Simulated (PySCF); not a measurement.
FH2NTe. Atoms are numbered in the order given.

```xyz
5

Te     0.3314     0.0505     0.0000
F     -1.0875     1.3710     0.0000
N     -0.7123    -1.6142     0.0000
H     -1.2285    -1.8317     0.8404
H     -1.2285    -1.8317    -0.8404
```

Geometry: r2SCAN-D4/def2-TZVP. The def2 effective core potentials stand for the cores of Te; spin–orbit coupling is left out. Other conformers were not sampled.

Method: TDA-LC-ωPBE/def2-SVPD (PySCF).

Vertical excitations.  State labels are in the subgroup Cs.

### Question
Give excitation energies, oscillator strengths and character. (An estimate is asked for; the answer gives what the named calculation found.)

### Answer

```json
[
 {"state": "S1", "symmetry": "A\"", "energy (eV)": "3.14", "λ (nm)": "395", "f": "0.001", "main pairs": "HOMO→LUMO 92 %"},
 {"state": "S2", "symmetry": "A\"", "energy (eV)": "4.56", "λ (nm)": "272", "f": "0.010", "main pairs": "HOMO→LUMO+1 76 %, HOMO→LUMO+5 21 %"},
 {"state": "S3", "symmetry": "A\"", "energy (eV)": "6.29", "λ (nm)": "197", "f": "0.172", "main pairs": "HOMO→LUMO+2 92 %"},
 {"state": "S4", "symmetry": "A'", "energy (eV)": "6.72", "λ (nm)": "184", "f": "0.019", "main pairs": "HOMO−1→LUMO 69 %, HOMO−1→LUMO+1 16 %"},
 {"state": "S5", "symmetry": "A'", "energy (eV)": "6.94", "λ (nm)": "179", "f": "0.037", "main pairs": "HOMO−1→LUMO+1 49 %, HOMO→LUMO+3 17 %, HOMO−1→LUMO 9 %, HOMO−2→LUMO 8 %"},
 {"state": "S6", "symmetry": "A'", "energy (eV)": "7.13", "λ (nm)": "174", "f": "0.020", "main pairs": "HOMO→LUMO+3 81 %"},
 {"state": "S7", "symmetry": "A\"", "energy (eV)": "7.33", "λ (nm)": "169", "f": "0.010", "main pairs": "HOMO→LUMO+5 45 %, HOMO→LUMO+4 28 %, HOMO→LUMO+1 16 %"},
 {"state": "S8", "symmetry": "A\"", "energy (eV)": "7.52", "λ (nm)": "165", "f": "0.008", "main pairs": "HOMO→LUMO+4 59 %, HOMO→LUMO+5 26 %"},
 {"state": "S9", "symmetry": "A'", "energy (eV)": "7.56", "λ (nm)": "164", "f": "0.077", "main pairs": "HOMO−2→LUMO 66 %"},
 {"state": "S10", "symmetry": "A\"", "energy (eV)": "8.45", "λ (nm)": "147", "f": "0.023", "main pairs": "HOMO−3→LUMO 85 %"},
 {"state": "T1", "symmetry": "A\"", "energy (eV)": "2.23", "λ (nm)": "556", "f": "0", "main pairs": "HOMO→LUMO 90 %"},
 {"state": "T2", "symmetry": "A\"", "energy (eV)": "3.54", "λ (nm)": "351", "f": "0", "main pairs": "HOMO→LUMO+1 67 %, HOMO→LUMO+5 31 %"},
 {"state": "T3", "symmetry": "A'", "energy (eV)": "5.72", "λ (nm)": "217", "f": "0", "main pairs": "HOMO−1→LUMO 82 %"},
 {"state": "T4", "symmetry": "A\"", "energy (eV)": "5.98", "λ (nm)": "207", "f": "0", "main pairs": "HOMO→LUMO+2 88 %"}
]
```
Triplets are in the Tamm–Dancoff approximation.
